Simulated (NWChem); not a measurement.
# Total energies of AuCl

SMILES: [Cl][Au]
```xyz
2

Au     0.0000     0.0000    -0.3990
Cl     0.0000     0.0000     1.8540
```
Charge 0, spin multiplicity 1.

Program: NWChem. Structure: optimised with PBE0/def2-SVP with def2 effective core potentials on Au, a minimum by its harmonic frequencies.

Basis set: def2-TZVP (77 functions).

```
method   total energy (Ha)
-------  -----------------
RHF             -594.32626
MP2             -594.80439
B2PLYP          -595.59677
PBE             -595.81433
B3LYP           -596.02513
PBE0            -595.80316
CCSD(T)         -594.82012
```

Total energies of different functionals aren't comparable as a measure of quality: only differences taken within one method are. 

Effective core potentials replace the inner electrons of Au; spin-orbit coupling is left out. The correlated methods keep 9 core orbitals frozen. B3LYP has NWChem's definition, with VWN1-RPA local correlation. The structure started from a generated list of species. Coupled-cluster values serve here as a point of comparison, not as the truth.
